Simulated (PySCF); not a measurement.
**Field gradients at the hydrogen positions**

Species: C7H11N.
Structure used (GFN2-xTB), in Å, numbered top down from 1:
```
atom  x, y, z in Å
C1    -1.2224    1.9505    0.0421
C2    -0.7519    0.7824    0.4729
C3    -0.5860    0.5575    1.8618
N4    -0.4448    0.3659    2.9835
C5    -0.3752   -0.3688   -0.4257
C6    -1.2867   -1.5636   -0.1349
C7     1.0982   -0.7488   -0.2267
C8     2.0414    0.3941   -0.5820
H9    -1.4877    2.7445    0.7204
H10   -1.3548    2.1441   -1.0095
H11   -0.5212   -0.0516   -1.4643
H12   -2.3308   -1.2921   -0.2794
H13   -1.0472   -2.3884   -0.8024
H14   -1.1560   -1.8997    0.8921
H15    1.2570   -1.0434    0.8134
H16    1.3205   -1.6133   -0.8561
H17    3.0758    0.0789   -0.4705
H18    1.8737    1.2492    0.0694
H19    1.8883    0.7119   -1.6115
```

Level: PBE0/pcSseg-1 (PySCF, non-relativistic); Q(2H) = 0.00286 b; rigid geometry, the same for H and D, with no vibrational averaging.

Question: Rank these positions by the coupling χzz of a deuteron there, largest first.
A. H19 (methyl hydrogen)
B. H14 (methyl hydrogen)
C. H11 (methine hydrogen)
D. H9 (vinylic hydrogen)

Answer: D (222 kHz), A (211 kHz), B (207 kHz), C (197 kHz).

What are Vzz, η and χzz (234.96 MHz × Q × Vzz) at all hydrogens?

```json
{"atom": "H9", "bonded to": "C1", "bond length (Å)": "1.077", "Vzz (au)": "0.3301", "η": "0.05", "χzz (kHz)": "222"}
{"atom": "H10", "bonded to": "C1", "bond length (Å)": "1.077", "Vzz (au)": "0.3328", "η": "0.04", "χzz (kHz)": "224"}
{"atom": "H11", "bonded to": "C5", "bond length (Å)": "1.096", "Vzz (au)": "0.2928", "η": "0.03", "χzz (kHz)": "197"}
{"atom": "H12", "bonded to": "C6", "bond length (Å)": "1.088", "Vzz (au)": "0.3122", "η": "0.02", "χzz (kHz)": "210"}
{"atom": "H13", "bonded to": "C6", "bond length (Å)": "1.088", "Vzz (au)": "0.3151", "η": "0.02", "χzz (kHz)": "212"}
{"atom": "H14", "bonded to": "C6", "bond length (Å)": "1.088", "Vzz (au)": "0.3084", "η": "0.03", "χzz (kHz)": "207"}
{"atom": "H15", "bonded to": "C7", "bond length (Å)": "1.093", "Vzz (au)": "0.2981", "η": "0.03", "χzz (kHz)": "200"}
{"atom": "H16", "bonded to": "C7", "bond length (Å)": "1.092", "Vzz (au)": "0.3038", "η": "0.03", "χzz (kHz)": "204"}
{"atom": "H17", "bonded to": "C8", "bond length (Å)": "1.087", "Vzz (au)": "0.3169", "η": "0.02", "χzz (kHz)": "213"}
{"atom": "H18", "bonded to": "C8", "bond length (Å)": "1.088", "Vzz (au)": "0.3119", "η": "0.03", "χzz (kHz)": "210"}
{"atom": "H19", "bonded to": "C8", "bond length (Å)": "1.088", "Vzz (au)": "0.3144", "η": "0.02", "χzz (kHz)": "211"}
```

How does χzz go with the bond length over the 11 C–H bonds?

A straight-line fit has a slope of -13.8 kHz for each 0.01 Å, with a correlation coefficient of -0.97, over lengths from 1.077 to 1.096 Å. The longer bonds have the smaller couplings here.

A static deuteron (I = 1) shows a doublet split by (3/2)χ, (3/4)χ(1 + η) and (3/4)χ(1 − η) with the field along z, y and x of the gradient. What are these for H11?

With |χ| = 196.8 kHz and η = 0.026: 295, 151 and 144 kHz, to first order and without motion.

Isolated species at its GFN2-xTB geometry (one conformer only). GFN2-xTB bond lengths can be off by several hundredths of an ångström, more for odd bonds, and the gradients follow them. With a basis this small, the couplings can be 20 % off.
